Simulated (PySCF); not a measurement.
Atomic charges by several schemes

Compound: C6H15OP.
Numbering: `[CH3:1][CH2:2][C@@H:3]([CH3:4])[P@H:5](=[O:6])[CH2:7][CH3:8]` (hydrogens: H9, H10, H11 on C1; H12, H13 on C2; H14 on C3; H15, H16, H17 on C4; H18 on P5; H19, H20 on C7; H21, H22, H23 on C8)

Cartesian coordinates in Å at the GFN2-xTB level; atoms count from 1:
```
atom  x, y, z in Å
C1    -2.5669    1.0170   -0.7109
C2    -2.1763   -0.2910   -0.0386
C3    -0.8105   -0.2064    0.6374
C4    -0.4365   -1.5334    1.2889
P5     0.4498    0.1648   -0.6629
O6     0.3367   -0.6580   -1.8690
C7     2.1079    0.0968    0.1244
C8     3.1220    0.6026   -0.8918
H9    -1.8852    1.2261   -1.5348
H10   -2.5293    1.8443   -0.0036
H11   -3.5756    0.9533   -1.1132
H12   -2.9297   -0.5694    0.7037
H13   -2.1349   -1.0808   -0.7928
H14   -0.8073    0.5972    1.3797
H15   -0.2447   -2.2770    0.5157
H16   -1.2494   -1.8940    1.9172
H17    0.4531   -1.4335    1.9074
H18    0.3237    1.5376   -0.8960
H19    2.1265    0.6946    1.0364
H20    2.3152   -0.9462    0.3772
H21    3.0327    0.0273   -1.8115
H22    2.9356    1.6497   -1.1270
H23    4.1383    0.5052   -0.5151
```

Density: PBE0/pcSseg-1 (PySCF); schemes: Mulliken, IAO, Hirshfeld and ESP-fitted. Geometry: GFN2-xTB, one conformer, isolated molecule.

Task: Do the Mulliken, IAO, Hirshfeld and ESP-fitted schemes agree on where the charge is lowest?

Result: All schemes agree: Mulliken O6 (-0.620); IAO O6 (-0.932); Hirshfeld O6 (-0.396); ESP-fitted O6 (-0.596).

Task: For which atoms does the sign change between the 4 schemes (beyond +0.03 e in one, beyond −0.03 e in another)?

Result: C2. Atomic charges aren't observables, and each scheme defines them in its own way.

Task: Give the atomic charges in each scheme.

Result: In e:

```
atom                     environment  Mulliken     IAO  Hirshfeld  ESP-fitted
  C1                   methyl carbon    -0.283  -0.419     -0.118      -0.406
  C2                chain CH2 carbon    -0.220  -0.250     -0.067      +0.100
  C3  sp3 carbon bound to phosphorus    -0.561  -0.341     -0.063      +0.015
  C4                   methyl carbon    -0.224  -0.420     -0.117      -0.391
  P5           phosphoryl phosphorus    +0.846  +1.392     +0.411      +0.628
  O6               phosphoryl oxygen    -0.620  -0.932     -0.396      -0.596
  C7  sp3 carbon bound to phosphorus    -0.514  -0.506     -0.110      -0.039
  C8                   methyl carbon    -0.277  -0.418     -0.115      -0.325
  H9                 methyl hydrogen    +0.138  +0.139     +0.038      +0.119
 H10                 methyl hydrogen    +0.106  +0.132     +0.036      +0.082
 H11                 methyl hydrogen    +0.122  +0.147     +0.045      +0.114
 H12              methylene hydrogen    +0.121  +0.131     +0.039      +0.022
 H13              methylene hydrogen    +0.142  +0.149     +0.040      +0.020
 H14                methine hydrogen    +0.139  +0.135     +0.038      +0.030
 H15                 methyl hydrogen    +0.133  +0.149     +0.044      +0.112
 H16                 methyl hydrogen    +0.126  +0.145     +0.045      +0.108
 H17                 methyl hydrogen    +0.126  +0.138     +0.039      +0.083
 H18                    P–H hydrogen    +0.007  -0.115     -0.013      -0.064
 H19              methylene hydrogen    +0.143  +0.146     +0.044      +0.019
 H20              methylene hydrogen    +0.164  +0.154     +0.049      +0.075
 H21                 methyl hydrogen    +0.142  +0.159     +0.045      +0.107
 H22                 methyl hydrogen    +0.117  +0.139     +0.040      +0.094
 H23                 methyl hydrogen    +0.127  +0.147     +0.045      +0.093
```

Mean size of the charges over all atoms: IAO 0.296 e, Mulliken 0.235 e, ESP-fitted 0.158 e, Hirshfeld 0.087 e. Each set sums to the total charge, 0, to within 0.001 e. The Mulliken scheme gives each basis function's population to the atom it is centred on and halves the overlap population of two atoms between them. The ESP scheme fits charges at the nuclei, held to the total charge, to the electrostatic potential on points at 1.4 to 2.0 times the van der Waals radii.

Task: How closely do the schemes follow one another over all atoms?

Result: Correlation coefficient and root-mean-square difference: IAO with Hirshfeld 0.98, 0.291 e; Mulliken with IAO 0.96, 0.153 e; Hirshfeld with ESP-fitted 0.92, 0.126 e; Mulliken with Hirshfeld 0.92, 0.193 e; IAO with ESP-fitted 0.90, 0.234 e; Mulliken with ESP-fitted 0.79, 0.189 e.

Task: How many electrons does the ESP-fitted scheme count on C1?

Result: Z − q = 6 − (-0.406) = 6.406.
